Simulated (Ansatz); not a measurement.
Relaxation of the cluster Na21⁻ (charge -1, singlet) with RKS PBE/def2-SVP in Ansatz.

Positions (Å) and forces (eV/Å) at steps 19, 20, 21, 22, 23, 24, 25, 26, 28, 31, 32, 33, 34, 36, 37 of 44:

```xyz
21
step=19 energy=-92646.8812 eV
Na    3.899   -0.781    0.220   -0.001    0.001   -0.001
Na    5.080    5.160    0.293    0.000    0.003    0.002
Na    2.511   11.760    0.436   -0.002    0.001    0.000
Na   -2.032    8.254    3.337    0.005   -0.049   -0.017
Na    6.398    1.826    0.155    0.000    0.002    0.000
Na    0.292    0.063    0.293    0.001    0.005    0.004
Na   -0.865    3.370    0.419    0.000   -0.004    0.007
Na    1.370   -3.267    0.291   -0.001    0.001   -0.004
Na    3.779    8.545    0.387   -0.002    0.001    0.000
Na    0.118    9.286    0.482   -0.003    0.002    0.001
Na   -5.822   -1.417    0.265   -0.004    0.009    0.007
Na   -7.033    1.737    0.668    0.002    0.013    0.004
Na   -2.070    6.661    0.142    0.003   -0.001   -0.040
Na   -4.447    4.325    0.987    0.010    0.009    0.010
Na    1.460    5.939    0.381    0.001    0.004    0.018
Na   -5.075    7.208   -1.431   -0.003   -0.003   -0.005
Na   -3.552    9.830    0.262   -0.001   -0.006    0.008
Na   -5.209    7.573    2.312   -0.005   -0.002    0.002
Na   -2.205   -2.489    0.269   -0.002    0.005    0.001
Na   -3.328    0.908    0.527    0.001    0.007   -0.001
Na    2.734    2.543    0.147    0.000    0.001    0.005
21
step=20 energy=-92646.9018 eV
Na    3.897   -0.775    0.214    0.000    0.001   -0.001
Na    5.079    5.168    0.298    0.000    0.003    0.003
Na    2.510   11.766    0.438   -0.003    0.001    0.000
Na   -2.007    8.066    3.288    0.004   -0.056   -0.026
Na    6.397    1.834    0.155   -0.001    0.003   -0.001
Na    0.297    0.073    0.306    0.000    0.004    0.004
Na   -0.855    3.377    0.435    0.000   -0.001    0.010
Na    1.363   -3.262    0.274   -0.001    0.002   -0.004
Na    3.773    8.552    0.388   -0.002    0.001    0.000
Na    0.107    9.296    0.465   -0.003    0.002    0.005
Na   -5.835   -1.378    0.292   -0.003    0.010    0.008
Na   -7.027    1.785    0.689    0.004    0.015    0.003
Na   -2.062    6.656    0.042    0.008   -0.002   -0.053
Na   -4.418    4.350    1.012    0.015    0.012    0.015
Na    1.458    5.949    0.439    0.000    0.004    0.022
Na   -5.072    7.194   -1.458   -0.010   -0.004   -0.002
Na   -3.562    9.808    0.287    0.001   -0.008    0.007
Na   -5.236    7.562    2.310   -0.006   -0.001    0.006
Na   -2.210   -2.467    0.274   -0.002    0.006    0.001
Na   -3.326    0.930    0.530    0.000    0.007   -0.003
Na    2.735    2.551    0.163    0.001    0.002    0.005
21
step=21 energy=-92646.9277 eV
Na    3.895   -0.770    0.208    0.000    0.001   -0.001
Na    5.078    5.176    0.304   -0.001    0.003    0.004
Na    2.507   11.771    0.440   -0.005    0.001    0.000
Na   -1.986    7.882    3.228    0.002   -0.065   -0.036
Na    6.396    1.841    0.154   -0.001    0.003   -0.001
Na    0.300    0.080    0.319    0.000    0.004    0.004
Na   -0.847    3.385    0.457    0.000    0.001    0.015
Na    1.357   -3.257    0.260   -0.001    0.002   -0.003
Na    3.768    8.558    0.388   -0.002    0.000   -0.001
Na    0.097    9.304    0.454   -0.003    0.001    0.010
Na   -5.848   -1.340    0.317   -0.003    0.011    0.008
Na   -7.017    1.834    0.705    0.007    0.017    0.001
Na   -2.051    6.650   -0.067    0.012   -0.003   -0.066
Na   -4.385    4.379    1.042    0.021    0.017    0.020
Na    1.456    5.958    0.500   -0.001    0.004    0.026
Na   -5.079    7.180   -1.477   -0.016   -0.006    0.002
Na   -3.570    9.784    0.308    0.003   -0.012    0.007
Na   -5.262    7.554    2.313   -0.007    0.002    0.011
Na   -2.216   -2.446    0.277   -0.002    0.006    0.001
Na   -3.324    0.952    0.529   -0.001    0.008   -0.005
Na    2.737    2.560    0.180    0.001    0.003    0.006
21
step=22 energy=-92646.9604 eV
Na    3.892   -0.765    0.202   -0.001    0.001   -0.001
Na    5.076    5.184    0.310   -0.001    0.004    0.004
Na    2.503   11.775    0.442   -0.006    0.001    0.000
Na   -1.969    7.698    3.158   -0.001   -0.073   -0.046
Na    6.394    1.850    0.151   -0.002    0.004   -0.002
Na    0.303    0.088    0.331   -0.001    0.005    0.004
Na   -0.839    3.396    0.485   -0.001    0.003    0.021
Na    1.351   -3.251    0.247   -0.001    0.003   -0.003
Na    3.762    8.563    0.389   -0.002   -0.001   -0.001
Na    0.087    9.310    0.450   -0.004    0.000    0.014
Na   -5.859   -1.304    0.340   -0.003    0.012    0.008
Na   -7.004    1.883    0.718    0.010    0.021   -0.002
Na   -2.037    6.643   -0.186    0.017   -0.005   -0.079
Na   -4.347    4.412    1.077    0.026    0.023    0.023
Na    1.452    5.967    0.561   -0.001    0.004    0.029
Na   -5.094    7.165   -1.487   -0.021   -0.009    0.008
Na   -3.574    9.756    0.327    0.005   -0.016    0.007
Na   -5.288    7.550    2.323   -0.009    0.004    0.016
Na   -2.221   -2.426    0.281   -0.003    0.007    0.001
Na   -3.323    0.973    0.526   -0.001    0.010   -0.007
Na    2.739    2.569    0.197    0.001    0.003    0.007
21
step=23 energy=-92646.9994 eV
Na    3.890   -0.760    0.198   -0.001    0.001   -0.001
Na    5.074    5.192    0.318   -0.001    0.004    0.005
Na    2.496   11.778    0.444   -0.007    0.001    0.000
Na   -1.957    7.519    3.078   -0.003   -0.077   -0.055
Na    6.392    1.858    0.149   -0.003    0.005   -0.002
Na    0.305    0.097    0.342   -0.002    0.006    0.004
Na   -0.831    3.408    0.517   -0.001    0.005    0.027
Na    1.345   -3.245    0.235   -0.001    0.004   -0.003
Na    3.757    8.567    0.388   -0.002   -0.001   -0.001
Na    0.077    9.313    0.452   -0.005   -0.002    0.018
Na   -5.869   -1.269    0.361   -0.002    0.013    0.008
Na   -6.987    1.934    0.726    0.013    0.026   -0.004
Na   -2.017    6.634   -0.311    0.021   -0.008   -0.089
Na   -4.305    4.450    1.114    0.029    0.026    0.024
Na    1.449    5.975    0.620    0.000    0.003    0.029
Na   -5.114    7.146   -1.489   -0.025   -0.014    0.015
Na   -3.576    9.724    0.343    0.006   -0.022    0.006
Na   -5.314    7.551    2.339   -0.012    0.006    0.020
Na   -2.227   -2.407    0.284   -0.004    0.007    0.001
Na   -3.322    0.996    0.519   -0.001    0.013   -0.009
Na    2.740    2.577    0.213    0.000    0.004    0.008
21
step=24 energy=-92647.0445 eV
Na    3.887   -0.755    0.194   -0.002    0.001   -0.001
Na    5.072    5.200    0.325   -0.001    0.005    0.005
Na    2.488   11.780    0.445   -0.009    0.000   -0.001
Na   -1.948    7.344    2.988   -0.005   -0.075   -0.059
Na    6.388    1.867    0.146   -0.004    0.006   -0.003
Na    0.306    0.106    0.353   -0.003    0.008    0.004
Na   -0.824    3.424    0.558   -0.002    0.004    0.032
Na    1.339   -3.237    0.224   -0.002    0.004   -0.003
Na    3.751    8.570    0.388   -0.003   -0.002   -0.002
Na    0.068    9.312    0.461   -0.005   -0.004    0.021
Na   -5.878   -1.233    0.382   -0.002    0.015    0.008
Na   -6.966    1.989    0.729    0.015    0.030   -0.007
Na   -1.990    6.620   -0.448    0.024   -0.011   -0.093
Na   -4.261    4.488    1.150    0.028    0.029    0.019
Na    1.445    5.981    0.678    0.004    0.003    0.027
Na   -5.139    7.121   -1.481   -0.026   -0.020    0.023
Na   -3.575    9.684    0.357    0.008   -0.028    0.005
Na   -5.342    7.554    2.365   -0.012    0.006    0.024
Na   -2.233   -2.387    0.287   -0.005    0.008    0.001
Na   -3.321    1.021    0.510    0.000    0.015   -0.011
Na    2.740    2.586    0.230    0.000    0.004    0.009
21
step=25 energy=-92647.0932 eV
Na    3.883   -0.749    0.190   -0.002    0.001   -0.001
Na    5.072    5.210    0.334    0.001    0.005    0.005
Na    2.475   11.780    0.446   -0.011   -0.001   -0.001
Na   -1.943    7.175    2.889   -0.004   -0.061   -0.058
Na    6.383    1.879    0.141   -0.004    0.007   -0.003
Na    0.305    0.118    0.364   -0.005    0.010    0.004
Na   -0.817    3.444    0.610   -0.002    0.002    0.036
Na    1.332   -3.228    0.214   -0.003    0.005   -0.003
Na    3.744    8.572    0.386   -0.003   -0.001   -0.002
Na    0.057    9.307    0.476   -0.005   -0.008    0.021
Na   -5.886   -1.192    0.403   -0.002    0.016    0.008
Na   -6.942    2.051    0.725    0.017    0.034   -0.010
Na   -1.955    6.601   -0.601    0.023   -0.013   -0.086
Na   -4.218    4.528    1.177    0.021    0.027    0.008
Na    1.447    5.985    0.733    0.008    0.003    0.023
Na   -5.168    7.085   -1.459   -0.024   -0.026    0.031
Na   -3.571    9.631    0.371    0.009   -0.035    0.003
Na   -5.371    7.559    2.403   -0.010    0.003    0.026
Na   -2.241   -2.366    0.290   -0.005    0.009    0.001
Na   -3.319    1.050    0.496    0.002    0.018   -0.012
Na    2.740    2.595    0.249   -0.001    0.004    0.009
21
step=26 energy=-92647.1472 eV
Na    3.876   -0.743    0.188   -0.004    0.003   -0.001
Na    5.076    5.223    0.345    0.004    0.003    0.004
Na    2.449   11.776    0.445   -0.011   -0.002   -0.001
Na   -1.942    7.035    2.766    0.008   -0.043   -0.037
Na    6.373    1.895    0.134   -0.004    0.007   -0.003
Na    0.296    0.141    0.373   -0.001    0.003    0.003
Na   -0.814    3.456    0.697    0.008    0.018    0.034
Na    1.321   -3.214    0.206   -0.006    0.006   -0.003
Na    3.739    8.574    0.382   -0.002    0.005   -0.002
Na    0.048    9.287    0.517   -0.003   -0.010    0.013
Na   -5.891   -1.143    0.421   -0.003    0.022    0.007
Na   -6.905    2.135    0.697    0.016    0.036   -0.014
Na   -1.905    6.563   -0.785    0.017   -0.014   -0.066
Na   -4.175    4.580    1.190    0.008    0.009   -0.002
Na    1.464    5.989    0.781    0.002   -0.005    0.016
Na   -5.220    7.015   -1.390   -0.016   -0.030    0.030
Na   -3.555    9.545    0.375    0.004   -0.039   -0.003
Na   -5.398    7.563    2.466   -0.011    0.001    0.027
Na   -2.254   -2.339    0.294   -0.003    0.012    0.001
Na   -3.314    1.092    0.467   -0.003    0.016   -0.013
Na    2.737    2.606    0.273    0.000    0.004    0.010
21
step=28 energy=-92647.2329 eV
Na    3.849   -0.718    0.185   -0.001    0.000    0.000
Na    5.118    5.259    0.360    0.006    0.002    0.000
Na    2.357   11.766    0.431   -0.011   -0.001   -0.001
Na   -1.886    6.838    2.599    0.018   -0.002    0.013
Na    6.354    1.932    0.110   -0.004    0.002   -0.003
Na    0.290    0.211    0.397    0.001   -0.015    0.000
Na   -0.790    3.485    0.922    0.038    0.027    0.025
Na    1.270   -3.170    0.182   -0.009    0.007   -0.003
Na    3.730    8.598    0.372    0.006    0.011   -0.001
Na    0.032    9.200    0.537   -0.004   -0.004   -0.014
Na   -5.923   -0.948    0.448   -0.002    0.027    0.001
Na   -6.842    2.409    0.535    0.007    0.038   -0.027
Na   -1.837    6.413   -1.053   -0.004   -0.018   -0.006
Na   -4.103    4.614    1.211   -0.005   -0.011    0.019
Na    1.532    5.991    0.852   -0.008   -0.026    0.004
Na   -5.341    6.749   -1.223   -0.014   -0.036    0.007
Na   -3.551    9.264    0.341   -0.001   -0.022   -0.016
Na   -5.405    7.508    2.624   -0.004   -0.013    0.016
Na   -2.298   -2.225    0.304   -0.003    0.016    0.000
Na   -3.291    1.231    0.360   -0.012    0.004   -0.022
Na    2.741    2.630    0.346    0.008    0.014    0.009
21
step=31 energy=-92647.3806 eV
Na    3.839   -0.724    0.184    0.002   -0.004    0.000
Na    5.185    5.318    0.348    0.001    0.004   -0.003
Na    2.238   11.753    0.394   -0.008   -0.004   -0.003
Na   -1.785    6.848    2.640    0.009    0.009    0.000
Na    6.330    1.942    0.068   -0.005   -0.001   -0.004
Na    0.316    0.256    0.403   -0.004   -0.002   -0.006
Na   -0.649    3.473    1.250   -0.015   -0.013    0.036
Na    1.180   -3.135    0.140   -0.008    0.004   -0.004
Na    3.734    8.649    0.368   -0.002    0.002    0.000
Na   -0.017    9.093    0.322   -0.005   -0.011   -0.025
Na   -5.960   -0.600    0.422    0.008    0.029   -0.003
Na   -6.779    2.835    0.169    0.003    0.009   -0.018
Na   -1.885    6.084   -0.986   -0.010   -0.043    0.022
Na   -4.000    4.537    1.574    0.006   -0.037    0.046
Na    1.594    5.963    0.900    0.007    0.011    0.005
Na   -5.490    6.250   -1.028    0.007   -0.025    0.015
Na   -3.621    8.956    0.195   -0.002   -0.014   -0.020
Na   -5.402    7.419    2.724   -0.004    0.002    0.000
Na   -2.382   -2.016    0.288   -0.009    0.026   -0.004
Na   -3.237    1.478    0.008    0.014    0.056   -0.043
Na    2.796    2.656    0.457    0.014    0.003    0.009
21
step=32 energy=-92647.4313 eV
Na    3.839   -0.733    0.186   -0.002   -0.002    0.001
Na    5.194    5.333    0.340    0.002    0.007   -0.003
Na    2.208   11.742    0.381   -0.010   -0.004   -0.004
Na   -1.765    6.866    2.642   -0.002    0.003   -0.011
Na    6.319    1.940    0.054   -0.004   -0.002   -0.005
Na    0.316    0.265    0.387    0.006    0.016   -0.007
Na   -0.644    3.452    1.371    0.014   -0.014    0.036
Na    1.152   -3.122    0.127   -0.007    0.003   -0.004
Na    3.731    8.659    0.365    0.000    0.002   -0.003
Na   -0.033    9.059    0.241   -0.003   -0.012   -0.022
Na   -5.932   -0.504    0.411    0.019    0.026   -0.001
Na   -6.772    2.895    0.105   -0.010   -0.008   -0.005
Na   -1.906    5.952   -0.924   -0.005   -0.044    0.026
Na   -3.993    4.466    1.719   -0.010   -0.020    0.046
Na    1.604    5.968    0.921   -0.002   -0.003    0.008
Na   -5.483    6.141   -0.972    0.018   -0.010    0.016
Na   -3.627    8.901    0.136    0.000   -0.014   -0.014
Na   -5.405    7.414    2.724    0.002   -0.003   -0.014
Na   -2.406   -1.931    0.271   -0.013    0.028   -0.006
Na   -3.207    1.607   -0.136    0.013    0.055   -0.048
Na    2.815    2.665    0.490   -0.005   -0.002    0.012
21
step=33 energy=-92647.4778 eV
Na    3.833   -0.737    0.188   -0.001   -0.004    0.000
Na    5.197    5.346    0.332   -0.001    0.004   -0.003
Na    2.176   11.728    0.367   -0.012   -0.005   -0.005
Na   -1.766    6.868    2.623   -0.001   -0.002   -0.009
Na    6.304    1.938    0.042   -0.007   -0.002   -0.005
Na    0.326    0.298    0.364   -0.002    0.002   -0.013
Na   -0.612    3.422    1.484   -0.008   -0.009    0.038
Na    1.125   -3.104    0.113   -0.008    0.008   -0.005
Na    3.728    8.663    0.357   -0.001    0.000   -0.004
Na   -0.042    9.020    0.177    0.001   -0.014   -0.016
Na   -5.882   -0.425    0.407    0.023    0.022    0.002
Na   -6.791    2.915    0.083   -0.014   -0.006    0.004
Na   -1.916    5.825   -0.856    0.003   -0.039    0.021
Na   -4.012    4.409    1.848   -0.005   -0.033    0.034
Na    1.606    5.957    0.945    0.001    0.002    0.008
Na   -5.452    6.074   -0.924    0.018   -0.013    0.011
Na   -3.622    8.860    0.090    0.006   -0.006   -0.014
Na   -5.406    7.409    2.697   -0.003   -0.003   -0.016
Na   -2.428   -1.841    0.249   -0.008    0.032   -0.008
Na   -3.176    1.744   -0.271    0.010    0.061   -0.034
Na    2.815    2.666    0.526    0.010    0.005    0.013
21
step=34 energy=-92647.5211 eV
Na    3.827   -0.744    0.189   -0.004   -0.001    0.000
Na    5.197    5.359    0.324    0.000    0.005   -0.003
Na    2.140   11.712    0.349   -0.013   -0.005   -0.006
Na   -1.770    6.859    2.603   -0.008   -0.006   -0.007
Na    6.288    1.934    0.027   -0.005   -0.003   -0.005
Na    0.325    0.321    0.322    0.006    0.027   -0.012
Na   -0.612    3.401    1.606    0.009   -0.019    0.029
Na    1.097   -3.081    0.095   -0.007    0.006   -0.006
Na    3.725    8.664    0.343   -0.001    0.000   -0.005
Na   -0.043    8.976    0.126    0.005   -0.012   -0.010
Na   -5.817   -0.349    0.416    0.022    0.021    0.006
Na   -6.830    2.924    0.092   -0.018    0.003    0.010
Na   -1.905    5.711   -0.795    0.010   -0.021    0.015
Na   -4.032    4.327    1.957   -0.012   -0.020    0.028
Na    1.606    5.950    0.976    0.000   -0.005    0.010
Na   -5.407    6.005   -0.889    0.021   -0.021    0.011
Na   -3.603    8.833    0.041    0.005   -0.008   -0.011
Na   -5.414    7.394    2.649   -0.003   -0.009   -0.023
Na   -2.445   -1.739    0.219   -0.006    0.026   -0.009
Na   -3.154    1.903   -0.381    0.004    0.043   -0.028
Na    2.832    2.677    0.571   -0.007   -0.004    0.017
21
step=36 energy=-92647.6080 eV
Na    3.805   -0.753    0.173   -0.005    0.003   -0.004
Na    5.188    5.383    0.303    0.000    0.006   -0.002
Na    2.046   11.680    0.279   -0.006   -0.001   -0.009
Na   -1.831    6.793    2.563   -0.017   -0.002    0.000
Na    6.243    1.917   -0.009   -0.001   -0.003   -0.004
Na    0.327    0.442    0.143    0.019    0.062   -0.008
Na   -0.618    3.337    1.846    0.015   -0.042   -0.002
Na    1.028   -2.986    0.013   -0.003    0.004   -0.010
Na    3.708    8.659    0.295   -0.002   -0.001   -0.005
Na   -0.019    8.878    0.080    0.003   -0.001    0.006
Na   -5.681   -0.127    0.529    0.010    0.024    0.020
Na   -6.994    2.997    0.225   -0.017    0.020    0.026
Na   -1.750    5.561   -0.686    0.026    0.007   -0.007
Na   -4.072    4.128    2.161   -0.014   -0.015    0.005
Na    1.610    5.911    1.097    0.009    0.000    0.012
Na   -5.194    5.758   -0.868    0.030   -0.024   -0.007
Na   -3.560    8.760   -0.060    0.003   -0.004    0.000
Na   -5.480    7.290    2.444   -0.014   -0.021   -0.025
Na   -2.458   -1.498    0.142   -0.008    0.009   -0.002
Na   -3.168    2.214   -0.575   -0.004   -0.001   -0.005
Na    2.875    2.694    0.745   -0.026   -0.020    0.020
21
step=37 energy=-92647.6516 eV
Na    3.793   -0.749    0.152    0.000   -0.005   -0.007
Na    5.179    5.389    0.298   -0.006   -0.003    0.001
Na    2.014   11.676    0.235   -0.002    0.000   -0.010
Na   -1.885    6.757    2.555   -0.014   -0.022   -0.012
Na    6.221    1.909   -0.023   -0.008    0.000   -0.001
Na    0.351    0.565    0.054   -0.011   -0.015   -0.038
Na   -0.612    3.251    1.893   -0.019    0.019    0.012
Na    0.999   -2.924   -0.040   -0.005    0.016   -0.011
Na    3.700    8.659    0.273   -0.001    0.002   -0.004
Na   -0.010    8.858    0.100    0.001    0.000    0.012
Na   -5.641   -0.001    0.632    0.005    0.027    0.024
Na   -7.076    3.080    0.334   -0.009    0.030    0.025
Na   -1.634    5.532   -0.680    0.029   -0.005    0.005
Na   -4.091    4.030    2.210    0.002   -0.014    0.001
Na    1.630    5.903    1.168   -0.005   -0.005    0.013
Na   -5.056    5.630   -0.903    0.019   -0.011   -0.010
Na   -3.546    8.726   -0.083    0.000   -0.005    0.003
Na   -5.548    7.197    2.325   -0.015   -0.028   -0.029
Na   -2.465   -1.406    0.131    0.009    0.018    0.006
Na   -3.183    2.282   -0.632    0.005   -0.010   -0.003
Na    2.866    2.671    0.841    0.024    0.011    0.021
```

The restricted singlet is unstable towards broken spin symmetry in Hartree–Fock (as tested in another run); at PBE/def2-SVP this wasn't settled. Another isomer (singlet) lies 1.18 eV lower at PBE0/def2-TZVP; other spin states weren't run for this one.
